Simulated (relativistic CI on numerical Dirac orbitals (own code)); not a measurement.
## How well does a small relativistic CI reproduce Xe²⁺?

Calculated at this level of theory: Dirac-Coulomb-Breit CI, separate exchange-only KLI orbitals for each configuration, QED by a radiative potential, valence Slater integrals scaled by 0.85, configuration energies shifted to the measured levels that pair with them (semi-empirical) (own radial code, finite nucleus).

Configurations in the expansion (outside the closed core [Kr] 4d10): 5s2.5p4, 5s.5p5, 5s2.5p3.5d, 5s2.5p3.6s, 5s2.5p3.6p, 5p6, 5s2.5p2.5d2, 5s2.5p3.5f, 5s.5p4.5d, 5s2.5p2.4f2, 5s2.5p3.7s, 5s2.5p3.6d, 5s2.5p3.4f, 5s2.5p3.7p, 5s.5p4.5f, 5s2.5p2.5f2, 5s2.5p3.7d, 5s2.5p3.5g, 5s2.5p3.6f, 5s2.5p3.7f, 5p4.5d2, 5s2.5p2.4f.5d, 5s.5p4.6s, 5s.5p3.6s2, 5s2.5p2.5f.6p, 5p5.6p, 5s2.5p2.5d.5f, 5s.5p4.4f, 5p4.5f2, 5p4.4f2. Levels of other configurations are missing.

```tsv
Configuration	Term (tabulated)	J	Measured (cm⁻¹)	Computed	Error	Purity (%)
5s2.5p4	3P	2	0.0	0	0	86
5s2.5p4	3P	0	8130.1	7900	-230	77
5s2.5p4	3P	1	9794.4	9609	-185	97
5s2.5p4	1D	2	17098.7	16813	-286	85
5s2.5p4	1S	0	36102.9	34880	-1223	76
5s.5p5	3P°	2	98262.5	98308	45	70
5s.5p5	3P°	1	103568.2	103556	-12	58
5s2.5p3.5d	5D°	3	111605.4	110596	-1010	84
5s2.5p3.5d	5D°	2	111856.4	110910	-947	84
5s2.5p3.5d	5D°	4	112271.8	111087	-1185	89
5s2.5p3.5d	5D°	1	112449.9	111455	-995	86
5s2.5p3.5d	5D°	0	112693.9	111840	-854	62
5s2.5p3.5d	3D°	3	121229.6	121039	-191	70
5s2.5p3.6s	5S°	2	121475.9	119726	-1749	88
5s2.5p3.5d	3D°	1	121922.8	121931	8	86
5s2.5p3.5d	3F°	2	124691.3	124595	-96	64
5s2.5p3.6s	3S°	1	125617.1	124586	-1031	77
5s2.5p3.5d	3F°	3	126119.8	125965	-154	72
5s2.5p3.5d	3G°	3	128349.1	128311	-38	70
5s2.5p3.5d	3G°	5	132159.9	131794	-366	98
5s2.5p3.5d	1G°	4	132711.8	132925	213	73
5s2.5p3.6s	3D°	3	138658.2	138820	162	86
5s2.5p3.5d	3P° †	0	140437.8	141489	1051	76
5s2.5p3.5d	3P° †	1	140730.9	141339	608	60
5s2.5p3.5d	3D°	3	143156.2	144273	1117	58
5s2.5p3.5d	3F°	2	145300.1	145902	602	65
5s2.5p3.5d	3F°	3	145340.9	145860	519	67
5s2.5p3.6p	5P	1	146781.5	146523	-259	75
5s2.5p3.6p	5P	2	146962.4	146763	-199	70
5s2.5p3.5d	3P°	2	148370.1	150808	2438	65
5s2.5p3.6p	5P	3	149061.6	148667	-395	85
5s2.5p3.6p	3P	1	150301.1	150301	0	66
5s2.5p3.6s	3P°	0	150505.3	150828	323	94
5s2.5p3.6p	3P	2	152057.7	152302	244	70
5s2.5p3.6p	3P	0	152808.2	152913	105	96
5s2.5p3.5d	3P°	0	160733.8	166957	6224	68
5s2.5p3.6p	3P	0	165941.7	166994	1052	84
5s2.5p3.6p	3F	4	166554.8	168688	2134	79
5s2.5p3.6p	3D	3	166699.1	166545	-155	61
```

Measured levels from Saloman, J. Phys. Chem. Ref. Data 33, 765 (2004); pairs were made by configuration, J and term (by order where the table uses no LS term), so strongly mixed levels may be paired wrongly.

Mean error by configuration (cm⁻¹): 5s2.5p4 -481; 5s.5p5 17; 5s2.5p3.5d 311; 5s2.5p3.6s -574; 5s2.5p3.6p 281. Over the excited levels the mean absolute error is 743 cm⁻¹ (38 of the 69 excited levels that our extract of the source holds in range could be paired, and the others can miss by more), and the median relative error of those above 1,000 cm⁻¹ is 0.32 %, both after the shifts were fitted to these levels, so that a configuration with one level shows no error. † marks terms whose computed intervals miss the measured ones by more than a factor of 2.5, or configurations far off the rest, from wrong mixing, a near crossing or a doubtful label or measurement; they are left out of the means.

Configurations whose levels could be paired with our table of measured levels were shifted onto them, all but the ground configuration, by the median error of their levels; single terms can still be off by 1,000 to 2,000 cm⁻¹ or more, and rates follow the energies as ν³ (E1, M1) or ν⁵ (E2). The others borrow a shift and can be off by several thousand cm⁻¹ or more. The fine structure of a lone outer electron comes out too small, for d and f at times inverted, and misplaced configurations move strength between like terms. 38 of the 69 excited levels that our extract of the measured tables holds in this range could be paired (the sources list more); they are missed by 748 cm⁻¹ on average and 6224 at most, after the shifts were fitted to these levels, and levels without a partner can miss by more.

Shifts applied (cm⁻¹): 5s2.5p4 0; 5s.5p5 -7518; 5s2.5p3.5d -6833; 5s2.5p3.6s -11276; 5s2.5p3.6p -8060.
